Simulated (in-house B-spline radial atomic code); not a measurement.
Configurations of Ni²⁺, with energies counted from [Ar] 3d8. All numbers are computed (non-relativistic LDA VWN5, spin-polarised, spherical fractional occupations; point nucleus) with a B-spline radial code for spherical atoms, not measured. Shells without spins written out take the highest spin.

Occupations are held fixed; configurations that lie above the ionisation limit could autoionise.

| configuration | E - E(ref) (eV) | highest orbital | its <r> (bohr) |
| --- | --- | --- | --- |
| [Ar] 3d(5 up, 2 down) 4s(1 up, 0 down) | 7.377 | 4s up | 2.243 |
| [Ar] 3d7 4p1 | 14.472 | 4p up | 2.617 |
| [Ar] 3d7 4d1 | 23.575 | 4d up | 3.815 |
| [Ar] 3d(3 up, 4 down) 4f(0 up, 1 down) | 30.886 | 4f down | 5.763 |
| [Ne] 3s2 3p(2 up, 3 down) 3d(3 up, 5 down) 4s(1 up, 0 down) | 69.973 | 4s up | 2.27 |
| [Ne] 3s2 3p5 3d8 4p1 | 76.508 | 4p up | 2.606 |

Q: Order these further configurations by energy, lowest first.
A. [Ne] 3s2 3p5 3d9
B. [Ne] 3s2 3p5 3d8 4d1
C. [Ne] 3s2 3p5 3d8 4s1
D. [Ne] 3s2 3p(2 up, 3 down) 3d(3 up, 5 down) 4f(0 up, 1 down)
E. [Ar] 3d(4 up, 4 down)

A: E (0.98223 eV), A (61.286 eV), C (69.377 eV), B (85.659 eV), D (90.817 eV).

Q: How far above the reference does [Ar] 3d7 4f1 lie?

A: 28.693 eV; its least bound orbital is 4f up with <r> = 5.754 bohr.
